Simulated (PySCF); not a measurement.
GaF₃, SMILES [F][Ga]([F])[F]. Geometry optimised at PBE0-D3(BJ)/def2-SVP. The isomer is the one that the SMILES or the coordinates give; other isomers of the formula were not compared.

TDA-M06-2X/def2-SVPD (PySCF 2.14.0) puts the lowest singlet excitations at 8.19, 8.33, 8.33, 8.49, 8.49, 9.20 eV.

What are the lowest excitation roots from ADC(2)/aug-cc-pVDZ in PySCF? (Estimate from the structure and the level; the computed values follow.)

7.85, 8.04, 8.04, 8.14, 8.14, 8.87 eV. S1 differs by -0.35 eV (second minus first; roots are paired by order, and the bases may differ).
